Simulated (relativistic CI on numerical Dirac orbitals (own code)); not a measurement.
**L2,3 absorption of cobalt in several valence states**

Computed multiplet spectra 2p⁶3dⁿ → 2p⁵3dⁿ⁺¹ (Dirac-Coulomb-Breit ions, Slater integrals scaled by 0.8, an assumed crystal field that grows with the charge, no charge transfer; 300 K; Lorentzian 0.4 eV and Gaussian 0.3 eV FWHM at both edges, so that L2 comes out sharper than in experiment). Peaks over 5 % are given in eV from the highest peak in the L3 region of each spectrum (height, largest 100). S of the lowest state is read from ⟨S²⟩, and the branching ratio is the share of L3, cut at the minimum between the edges.

Field parameters in Wybourne normalisation: Oh B⁴₀ = 21Dq, B⁴₄ = √(5/14) B⁴₀. The field is a parameter set, without covalency.

- Co2+ (d7, Oh, 10Dq = 17650 cm⁻¹): S = 1.50, high spin, branching ratio 0.81; peaks -3.9 (60), -3.0 (32), -1.3 (96), 0.0 (100), 1.5 (17), 2.6 (10), 13.5 (21), 14.4 (24), 15.1 (20), 16.3 (9)
- Co3+ (d6, Oh, 10Dq = 22800 cm⁻¹): S = 0.02, low spin, branching ratio 0.65; peaks -2.3 (7), 0.0 (100), 1.9 (13), 2.6 (25), 14.0 (60), 16.2 (11)
- Co4+ (d5, Oh, 10Dq = 27950 cm⁻¹): S = 2.49, high spin, branching ratio 0.78; peaks -3.4 (44), -2.0 (12), 0.0 (100), 1.6 (22), 4.1 (6), 12.3 (13), 14.3 (10), 15.8 (15), 17.3 (10)
- Co5+ (d4, Oh, 10Dq = 33100 cm⁻¹): S = 1.05, low spin, branching ratio 0.68; peaks -6.5 (44), -2.1 (86), -1.2 (70), 0.0 (100), 2.0 (22), 10.0 (14), 13.0 (70), 15.3 (22), 16.6 (12)

The centroid of the whole edge, which also moves with the branching ratio, lies at 784.1 (Co2+), 789.4 (Co3+), 791.0 (Co4+), 796.4 (Co5+) eV in this ionic model, in steps of 1.6 to 5.4 eV. Compounds show about 1 to 2 eV a unit and lower energies for the high valences, since ligands screen the charge. The multiplet shape follows the d count and the spin state, and so serves as a fingerprint of valence. Real compounds of Co4+ are mostly low spin, since covalency shrinks the Slater integrals more than this scale does.
